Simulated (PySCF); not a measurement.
**Gas-phase XPS of cyclo-(H2SiCH2)3, computed**

Cyclo-(H2SiCH2)3, C3H12Si3.
Bonds: Si1–C4, Si1–C12, C4–Si5, Si5–C8, C8–Si9, Si9–C12. Hydrogens: H2, H3 on Si1; H13, H14 on C4; H6, H7 on Si5; H15, H16 on C8; H10, H11 on Si9; H17, H18 on C12.

Level of theory: PySCF 2.14.0, delta-SCF UKS SCAN, pcX-2 on the ionised atom, pcseg-1 elsewhere, spin-free X2C. Each binding energy is the total energy of the core-ionised species, with the hole localised on one atom, minus that of the ground state; both are solved self-consistently, so orbital relaxation is included.

**Question.** Give the core binding energies atom by atom.

**Answer.** 
| atom(s) | bonded to | level | binding energy (eV) | 2p1/2 (eV) | count |
| --- | --- | --- | --- | --- | --- |
| Si1/Si5/Si9 | 2 C and 2 H | Si 1s | 1846.11 | – | 3 |
| C4/C8/C12 | 2 H and 2 Si | C 1s | 289.64 | – | 3 |
| Si1/Si5/Si9 | 2 C and 2 H | Si 2p3/2 | 106.30 | 106.92 | 3 |

**Question.** Which photon wavelength matches the Si 1s of Si1/Si5/Si9 threshold?

**Answer.** λ = hc/E = 12398.42 eV Å / 1846.11 eV = 6.716 Å.

One atom of each set of topologically equivalent atoms was ionised and stands for the set; in this conformer not all members are related by symmetry, and their own values weren't computed. For 2p shells one spin-free hole was relaxed; a mean-field spin–orbit operator and the ground-state splitting of the three 2p orbitals were then diagonalised within the shell. The shell's mean is (2 × 2p3/2 + 2p1/2)/3, and the degeneracies 2j + 1 give areas of 2:1. 2p1/2 minus 2p3/2 (ligand field included): Si 0.62 eV. Geometry: PBE0-D3(BJ)/def2-SVP, one conformer, isolated molecule.

The run took 36 s on one thread of an Arm Neoverse V1 (shared host), and the process peaked at 0.66 GiB of memory.
